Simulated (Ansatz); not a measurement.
System: sum formula H$_{5}$Si$_{2}$O$_{3}$, charge 0, multiplicity 2. It need not be the lowest isomer of its formula. SMILES: [SiH2][Si](O)(O)O
Structure (B3LYP-D3(BJ)/def2-TZVP (Ansatz, a program for electronic structure) minimum search):
```
Si
O 1 1.6392
H 2 0.9624 1 118.18
O 1 1.6424 2 109.55 3 -47.74
H 4 0.9612 1 116.73 2 141.88
O 1 1.6533 2 113.20 3 67.60
H 6 0.9608 1 118.08 2 65.90
Si 1 2.3289 2 104.16 3 -167.95
H 8 1.4861 1 114.45 2 -54.73
H 8 1.4863 9 109.17 1 128.29
```
Charge 0, spin multiplicity 2.

Parts of the frozen-core correlation energy in 6-31G* (Ansatz, hartree). Frozen orbitals: 13; correlated occupied orbitals by spin: 16 and 15; virtual: 64 and 65. Open shells are spin-unrestricted. Spin-orbit coupling is left out. Non-relativistic.

| term | value |
|---|---|
| reference (HF) | -805.42888 |
| MP2 opposite-spin | -0.50616 |
| MP2 same-spin | -0.17941 |
| CCSD correlation | -0.72159 |
| (T) | -0.01452 |
| T1 diagnostic | 0.014 |
| largest doubles amplitude | 0.028 |
| <S^2> of the reference | 0.757 |
